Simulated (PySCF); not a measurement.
Compound: C₅H₅NO₃.
Cartesian coordinates in Å at the GFN2-xTB level; atoms count from 1:
```
atom  x, y, z in Å
C1     2.327    0.705    0.561
C2     1.460   -0.088   -0.366
O3     1.753   -0.538   -1.424
O4     0.202   -0.214    0.212
C5    -0.846   -0.833   -0.396
O6    -0.819   -1.429   -1.422
C7    -2.089   -0.651    0.474
C8    -2.264    0.741    0.807
N9    -2.388    1.847    1.059
H10    2.358    0.225    1.536
H11    3.327    0.784    0.146
H12    1.896    1.695    0.692
H13   -1.955   -1.221    1.398
H14   -2.962   -1.025   -0.065
```

Method: wB97X-D/def2-SVPD in PySCF (dipole) on a GFN2-xTB geometry, gas phase.

Masses are those of the commonest isotopes; rigid-rotor values at the optimised geometry. The values belong to one conformer with, in the numbering `[CH3:1][C:2](=[O:3])[O:4][C:5](=[O:6])[CH2:7][C:8]#[N:9]`, C1–C2–O4–C5 177°, C2–O4–C5–O6 6°, O4–C5–C7–C8 51°.

Problem. What are A, B and C (GHz)?

Solution. Ia = 192.67, Ib = 429.21, Ic = 577.53 u·Å²; 505379 MHz·u·Å²/I gives 2623, 1177 and 875.1 MHz, that is A = 2.6230, B = 1.1775, C = 0.8751 GHz.

Problem. What kind of rotor is it?

Solution. An asymmetric top; Ray's κ = -0.654.

Problem. What does the inertial defect say?

Solution. Not planar: Δ = Ic − Ia − Ib = -44.35 u·Å². For a rigid frame Δ = −2 Σ m c², so Σ m c² = 22.18 u·Å² lies off the ab plane: 4.76 from hydrogen and 17.42 from heavier atoms. The atom farthest from that plane is 1.66 Å away.

Problem. Give the other two planar moments, Paa and Pbb, and the rms extents of the mass along the axes.

Solution. Paa = Σ m a² = (Ib + Ic − Ia)/2 = 407.04 and Pbb = Σ m b² = (Ia + Ic − Ib)/2 = 170.50 u·Å². With the mass M = 127.03 u, the rms extents √(P/M) along a, b and c are 1.79, 1.16, 0.42 Å.

Problem. Where do the levels up to J = 3 lie, in cm⁻¹?

Solution. Above 0(0,0):
J = 1: 1(0,1) 0.0685, 1(1,1) 0.1167, 1(1,0) 0.1268
J = 2: 2(0,2) 0.2040, 2(1,2) 0.2435, 2(1,1) 0.2738, 2(2,1) 0.4184, 2(2,0) 0.4199
J = 3: 3(0,3) 0.4039, 3(1,3) 0.4330, 3(1,2) 0.4933, 3(2,2) 0.6238, 3(2,1) 0.6308, 3(3,1) 0.8910, 3(3,0) 0.8911

Problem. Which lines would a microwave search look for?

Solution. The dipole components are |μa| = 0.04 D, |μb| = 0.89 D, |μc| = 3.23 D. Intensities carry the squares of the components, which stand as 0.00 : 0.08 : 1.00 (a : b : c). Some lines, for components of 0.1 D or more:

| type | branch | J(Ka,Kc) | MHz | lower level (cm⁻¹) |
| --- | --- | --- | --- | --- |
| b | R | 4(2,2) ← 3(3,1) | 759 | 0.891 |
| c | Q | 3(1,3) ← 3(0,3) | 873 | 0.404 |
| b | Q | 2(1,1) ← 2(0,2) | 2093 | 0.204 |
| b | R | 2(0,2) ← 1(1,1) | 2617 | 0.117 |
| b | R | 1(1,1) ← 0(0,0) | 3498 | 0.000 |
| c | R | 1(1,0) ← 0(0,0) | 3800 | 0.000 |
| b | Q | 4(2,2) ← 4(1,3) | 3963 | 0.784 |
| b | R | 4(1,3) ← 3(2,2) | 4805 | 0.624 |
| b | Q | 2(2,1) ← 2(1,2) | 5244 | 0.244 |
| c | R | 2(1,1) ← 1(0,1) | 6155 | 0.068 |
| b | Q | 4(3,1) ← 4(2,2) | 7552 | 0.916 |
| c | Q | 3(3,1) ← 3(2,1) | 7801 | 0.631 |
| b | Q | 3(3,0) ← 3(2,1) | 7804 | 0.631 |
| c | R | 3(1,2) ← 2(0,2) | 8675 | 0.204 |
| b | R | 2(2,1) ← 1(1,0) | 8744 | 0.127 |
| c | R | 2(2,0) ← 1(1,0) | 8787 | 0.127 |
| c | R | 2(2,1) ← 1(1,1) | 9046 | 0.117 |
| b | R | 2(2,0) ← 1(1,1) | 9089 | 0.117 |
| b | Q | 4(4,0) ← 4(3,1) | 11084 | 1.168 |
| b | R | 3(2,1) ← 2(1,2) | 11609 | 0.244 |
| b | R | 4(2,3) ← 3(1,2) | 12089 | 0.493 |
| b | R | 4(3,2) ← 3(2,1) | 16086 | 0.631 |
| c | R | 4(3,2) ← 3(2,2) | 16294 | 0.624 |
| b | R | 4(3,1) ← 3(2,2) | 16320 | 0.624 |
| c | R | 4(4,1) ← 3(3,1) | 19396 | 0.891 |

Problem. Estimate the classical rotational partition function at 10 K, 298.15 K and 500 K.

Solution. Point group C1, symmetry number σ = 1; q = (√π/σ)·√((kT/h)³/(ABC)), k/h = 20836.6 MHz/K: 3240 at 10 K, 528000 at 298.15 K, 1150000 at 500 K.

Whether it is a minimum is left open (no frequencies). Constants of a rigid frame at the computed geometry: no zero-point averaging, no centrifugal distortion. A rigid rotor knows nothing of internal rotation, which can split or shift real lines. Quadrupole hyperfine structure (14N) is left out.
